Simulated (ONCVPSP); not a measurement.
**PBE ONCV dataset for Ta, scalar-relativistic all-electron reference.**

Input for ONCVPSP 4.0.1:

```
# ATOM AND REFERENCE CONFIGURATION
# atsym  z   nc   nv     iexc    psfile
  Ta 73.00   11    3        4      upf
#
#   n    l    f
    1    0    2.00
    2    0    2.00
    2    1    6.00
    3    0    2.00
    3    1    6.00
    3    2   10.00
    4    0    2.00
    4    1    6.00
    4    2   10.00
    4    3   14.00
    5    0    2.00
    5    1    6.00
    5    2    3.00
    6    0    1.00
#
# PSEUDOPOTENTIAL AND OPTIMIZATION
# lmax
    3
#
#   l,   rc,      ep,       ncon, nbas, qcut
    0    2.90    0.00    3    7    1.80
    1    1.55    0.00    4    7   10.90
    2    2.35    0.00    4    9    6.80
    3    2.70    0.24    4    8    3.80
#
# LOCAL POTENTIAL
# lloc, lpopt,  rc(5),   dvloc0
    4    5    1.45    0.00
#
# VANDERBILT-KLEINMAN-BYLANDER PROJECTORs
# l, nproj, debl
    0    1    1.10
    1    1    3.10
    2    2    3.10
    3    2    2.00
#
# MODEL CORE CHARGE
# icmod, fcfact, rcfact
    3    1.75    1.80
#
# LOG DERIVATIVE ANALYSIS
# epsh1, epsh2, depsh
   -3.00    5.00    0.02
#
# OUTPUT GRID
# rlmax, drl
    6.00    0.01
#
# TEST CONFIGURATIONS
# ncnf
    4
# nvcnf
#   n    l    f
    3
    5    1    6.00
    5    2    3.00
    6    0    2.00
#
    3
    5    1    6.00
    5    2    3.00
    6    0    0.00
#
    3
    5    1    6.00
    5    2    2.00
    6    0    0.00
#
    3
    5    1    6.00
    5    2    4.00
    6    0    1.00
#
```

Command:

```bash
oncvpsp.x < Ta.dat > Ta.out
```

The program printed (shortened: citation, most of the input echo, consistency checks and plot data are left out):

```
ONCVPSP  (Optimized Norm-Conservinng Vanderbilt PSeudopotential)
scalar-relativistic version 4.0.1

#   n    l    f        energy (Ha)
    1    0    2.00    -2.4761470E+03
    2    0    2.00    -4.2564234E+02
    2    1    6.00    -3.7300315E+02
    3    0    2.00    -9.7711894E+01
    3    1    6.00    -8.2058076E+01
    3    2   10.00    -6.3805219E+01
    4    0    2.00    -2.0132954E+01
    4    1    6.00    -1.4998951E+01
    4    2   10.00    -8.4302595E+00
    4    3   14.00    -1.1725523E+00
    5    0    2.00    -2.9475240E+00
    5    1    6.00    -1.7133395E+00
    5    2    3.00    -3.8537274E-01
    6    0    1.00    -4.2703163E-01

Reference configufation results
  iterations    33
  all-electron total energy (Ha)   -1.56042480D+04

Begin loop to  construct optimized pseudo wave functions
and semi-local pseudopoentials for all angular momenta

Calculating optimized projector #   1

 for l=   0

    Fraction of norm inside rc  0.477970
    Optimizing pswf for qcut=   1.80 a_B^-1,  ecut=   1.63 Ha
    Residual kinetic energy error=  7.94D-03 Ha

    Energy error per electron        Cutoff
         Ha          eV             Ha
         0.01000     0.27211        1.48
         0.00100     0.02721        9.91
         0.00010     0.00272       19.80
         0.00001     0.00027       41.29

Calculating optimized projector #   1

 for l=   1

    Fraction of norm inside rc  0.753369
    Optimizing pswf for qcut=  10.91 a_B^-1,  ecut=  59.54 Ha
    Residual kinetic energy error=  6.48D-08 Ha

    Energy error per electron        Cutoff
         Ha          eV             Ha
         0.01000     0.27211       25.45
         0.00100     0.02721       34.00
         0.00010     0.00272       41.19
         0.00001     0.00027       47.41

   Wellstate for l =  2  n =  8
     eigenvalue =   2.7146
     asymptotic potential =   3.2146
     half-point radius =  4.4177

Calculating optimized projector #   1

 for l=   2

    Fraction of norm inside rc  0.676856
    Optimizing pswf for qcut=   6.80 a_B^-1,  ecut=  23.09 Ha
    Residual kinetic energy error=  3.06D-08 Ha

    Energy error per electron        Cutoff
         Ha          eV             Ha
         0.01000     0.27211        9.87
         0.00100     0.02721       13.25
         0.00010     0.00272       16.13
         0.00001     0.00027       18.53

Calculating optimized projector #   2

 for l=   2

    Fraction of norm inside rc  0.147472
    Optimizing pswf for qcut=   6.80 a_B^-1,  ecut=  23.09 Ha
    Residual kinetic energy error=  2.42D-07 Ha

    Energy error per electron        Cutoff
         Ha          eV             Ha
         0.01000     0.27211       11.59
         0.00100     0.02721       14.95
         0.00010     0.00272       17.60
         0.00001     0.00027       19.80

   Wellstate for l =  3  n =  5
     eigenvalue =   0.2400
     asymptotic potential =   0.7400
     half-point radius =  5.2547

   Wellstate for l =  3  n =  7
     eigenvalue =   2.2400
     asymptotic potential =   2.7400
     half-point radius =  4.5313

Calculating optimized projector #   1

 for l=   3

    Fraction of norm inside rc  0.160466
    Optimizing pswf for qcut=   3.80 a_B^-1,  ecut=   7.21 Ha
    Residual kinetic energy error=  2.92D-04 Ha

    Energy error per electron        Cutoff
         Ha          eV             Ha
         0.01000     0.27211        3.43
         0.00100     0.02721        5.96
         0.00010     0.00272       12.19
         0.00001     0.00027       33.97

Calculating optimized projector #   2

 for l=   3

    Fraction of norm inside rc  0.212658
    Optimizing pswf for qcut=   3.80 a_B^-1,  ecut=   7.21 Ha
    Residual kinetic energy error=  3.53D-02 Ha

    Energy error per electron        Cutoff
         Ha          eV             Ha
         0.01000     0.27211        9.27
         0.00100     0.02721       30.40
         0.00010     0.00272       45.72
         0.00001     0.00027       52.25

Construct Vanderbilt / Kleinmman-Bylander projectors

B matrix Hermiticity error, ll=   2
   1   2    1.8042E-04

  Orthonormal projector coefficients  3.2154E+00  5.0976E-01

B matrix Hermiticity error, ll=   3
   1   2   -6.1853E-05

  Orthonormal projector coefficients -2.3610E+01  1.7476E+00

Model core correction analysis
  based on d2Exc/dn_idn_j

d2excae - all-electron derivatives

   -2.477715D-02   -1.466632D-02   -3.411827D-03
   -1.466616D-02   -2.031205D-02   -1.733400D-02
   -3.410419D-03   -1.733145D-02   -3.206508D-02

d2excps - pseudofunction derivatives with no core correction

   -3.833200D-02   -1.893040D-02   -5.245043D-03
   -1.893054D-02   -2.276340D-02   -1.845533D-02
   -5.243488D-03   -1.845184D-02   -3.177120D-02

rms 2nd derivative error    5.114581E-03

rmatch, rhocmatch    1.1081    6.0213

Teter function model core charge with specified parameters

d2excps - pseudofunction derivatives with core correction

   -2.657268D-02   -1.399441D-02   -4.275334D-03
   -1.399432D-02   -1.857873D-02   -1.675958D-02
   -4.274309D-03   -1.675857D-02   -2.992945D-02

rms 2nd derivative error    1.240168E-03

Pseudoatom total energy  -38.136556

Diagnostic tests using Vanderbilt-Kleinman-Bylander pseudopotentials
  1 or more projectors used as specified by nproj input data

   l    rcore       rmatch      e in        delta e   norm test  slope test

   0   2.9031761   2.9913228  -0.4270316   0.0000617   1.0000207   1.0008494

   1   1.5584160   1.6057329  -1.7133395  -0.0000108   0.9999951   1.0000121

   2   2.3547459   2.4262411  -0.3853727   0.0000001   1.0000371   1.0000444
   2   2.3547459   2.4262411   2.7146273   0.0000378   1.0001593   1.0001593

   3   2.7020763   2.7841172   0.2400000   0.0000072   1.0001675   1.0001675
   3   2.7020763   2.7841172   2.2400000   0.0000242   0.9996876   0.9996876

 Testing for bound ghosts
   n   l    E NL Schr. Eq   E Basis Diag.   E Cutoff

       0                       -4.070867     14.88  WARNING - GHOST(-)
   1   0       -0.426970       -0.426371     14.88

   2   1       -1.713350       -1.713273     63.78

   3   2       -0.385373       -0.384764     79.93

       3                       -6.762959     52.82  WARNING - GHOST(-)
   4   3       -0.036685        0.068828     52.82

 Testing for highly-localized positive-energy ghosts
       l    <radius>/rc     E Basis Diag.   E Cutoff

       3        0.937892       18.540419     52.82  WARNING - GHOST(+)

Test configuration 0

   n   l     f        eae           eps        diff
   1   0  2.0000-2476.14704793
   2   0  2.0000 -425.64233993
   2   1  6.0000 -373.00315223
   3   0  2.0000  -97.71189400
   3   1  6.0000  -82.05807631
   3   2 10.0000  -63.80521892
   4   0  2.0000  -20.13295369
   4   1  6.0000  -14.99895064
   4   2 10.0000   -8.43025950
   4   3 14.0000   -1.17255225
   5   0  2.0000   -2.94752401
   5   1  6.0000   -1.71333955   -1.71335032   -1.08D-05
   5   2  3.0000   -0.38537274   -0.38537266    8.35D-08
   6   0  1.0000   -0.42703163   -0.42696993    6.17D-05

    Total energies and differences
      AE_ref= -1.56042480D+04  AE_tst= -1.56042480D+04  dif=  0.00D+00
      PS_ref= -3.81365556D+01  PS_tst= -3.81365556D+01  dif=  0.00D+00
      PSP excitation error=  0.00D+00

Test configuration 1

   n   l     f        eae           eps        diff
   1   0  2.0000-2475.88045401
   2   0  2.0000 -425.37754144
   2   1  6.0000 -372.73829328
   3   0  2.0000  -97.44699169
   3   1  6.0000  -81.79317025
   3   2 10.0000  -63.54042099
   4   0  2.0000  -19.86799041
   4   1  6.0000  -14.73402809
   4   2 10.0000   -8.16546463
   4   3 14.0000   -0.90786717
   5   0  2.0000   -2.68280139
   5   1  6.0000   -1.44789044   -1.44924392   -1.35D-03
   5   2  3.0000   -0.13196212   -0.13215962   -1.97D-04
   6   0  2.0000   -0.20000968   -0.19978749    2.22D-04

    Total energies and differences
      AE_ref= -1.56042480D+04  AE_tst= -1.56045591D+04  dif= -3.11D-01
      PS_ref= -3.81365556D+01  PS_tst= -3.84476102D+01  dif= -3.11D-01
      PSP excitation error= -1.30D-04

Test configuration 2

   n   l     f        eae           eps        diff
   1   0  2.0000-2476.45735862
   2   0  2.0000 -425.95023915
   2   1  6.0000 -373.31114770
   3   0  2.0000  -98.01950689
   3   1  6.0000  -82.36569763
   3   2 10.0000  -64.11275572
   4   0  2.0000  -20.44065925
   4   1  6.0000  -15.30663254
   4   2 10.0000   -8.73780818
   4   3 14.0000   -1.47981005
   5   0  2.0000   -3.25430359
   5   1  6.0000   -2.01955083   -2.02164230   -2.09D-03
   5   2  3.0000   -0.67295661   -0.67576026   -2.80D-03

    Total energies and differences
      AE_ref= -1.56042480D+04  AE_tst= -1.56036977D+04  dif=  5.50D-01
      PS_ref= -3.81365556D+01  PS_tst= -3.75849192D+01  dif=  5.52D-01
      PSP excitation error= -1.41D-03

Test configuration 3

   n   l     f        eae           eps        diff
   1   0  2.0000-2476.92228184
   2   0  2.0000 -426.41691841
   2   1  6.0000 -373.77788362
   3   0  2.0000  -98.48297828
   3   1  6.0000  -82.82919025
   3   2 10.0000  -64.57679524
   4   0  2.0000  -20.90400410
   4   1  6.0000  -15.77021391
   4   2 10.0000   -9.20174220
   4   3 14.0000   -1.94273879
   5   0  2.0000   -3.71296860
   5   1  6.0000   -2.46752063   -2.47670841   -9.19D-03
   5   2  2.0000   -1.07045410   -1.07865713   -8.20D-03

    Total energies and differences
      AE_ref= -1.56042480D+04  AE_tst= -1.56028303D+04  dif=  1.42D+00
      PS_ref= -3.81365556D+01  PS_tst= -3.67121218D+01  dif=  1.42D+00
      PSP excitation error= -6.79D-03

Test configuration 4

   n   l     f        eae           eps        diff
   1   0  2.0000-2475.82130121
   2   0  2.0000 -425.31521375
   2   1  6.0000 -372.67606001
   3   0  2.0000  -97.38545634
   3   1  6.0000  -81.73163657
   3   2 10.0000  -63.47860794
   4   0  2.0000  -19.80632628
   4   1  6.0000  -14.67220791
   4   2 10.0000   -8.10331034
   4   3 14.0000   -0.84565975
   5   0  2.0000   -2.62090868
   5   1  6.0000   -1.39067586   -1.39060767    6.82D-05
   5   2  4.0000   -0.09719001   -0.09741952   -2.30D-04
   6   0  1.0000   -0.18241977   -0.18234652    7.33D-05

    Total energies and differences
      AE_ref= -1.56042480D+04  AE_tst= -1.56044822D+04  dif= -2.34D-01
      PS_ref= -3.81365556D+01  PS_tst= -3.83709041D+01  dif= -2.34D-01
      PSP excitation error=  1.12D-04
```

Note: ghosts flagged at negative energy: s at -110.8 eV, f at -184.0 eV; GHOST(+) flagged for f at 504.5 eV. A true bound ghost makes a file unfit for plane-wave use.

The run took about 4.8 s on one core of a shared server CPU.
